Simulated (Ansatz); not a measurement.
Species: C$_{3}$HO, charge -1, multiplicity 1. It need not be the lowest isomer of its formula. Whether it binds its extra electron was not tested at this geometry. SMILES: O=C=C=[CH-]
Structure (B3LYP-D3(BJ)/def2-TZVP (Ansatz, a quantum-chemistry and plane-wave program) minimum search):
```xyz
5

C     -1.9816     0.0535    -0.0496
C     -0.6466    -0.1077    -0.0209
C      0.6106     0.0812     0.0189
O      1.8224     0.0983     0.0511
H     -2.4731    -0.9482    -0.1000
```
Charge -1, spin multiplicity 1.

Task: Give the harmonic wavenumbers at B3LYP-D3(BJ)/def2-TZVP (Ansatz, finite differences of forces, unscaled).

Result: 228, 235, 303, 668, 906, 1106, 1553, 2152, 2753 cm⁻¹. Zero-point energy 14.2 kcal/mol.

Task: From these and the geometry, give the ideal-gas thermochemistry at 298.15 K and 1 atm (rigid rotor, harmonic oscillator).

Result: Point group Cs, rotational symmetry number 1. Rotational constants 481.5, 4.35, 4.311 GHz. S(trans) 37.83, S(rot) 21.10, S(vib) 5.69, S(elec, spin only) 0.00, S 64.6 cal/(mol K). H(298) - H(0) 3.41 kcal/mol; G - E(el) -1.7 kcal/mol.
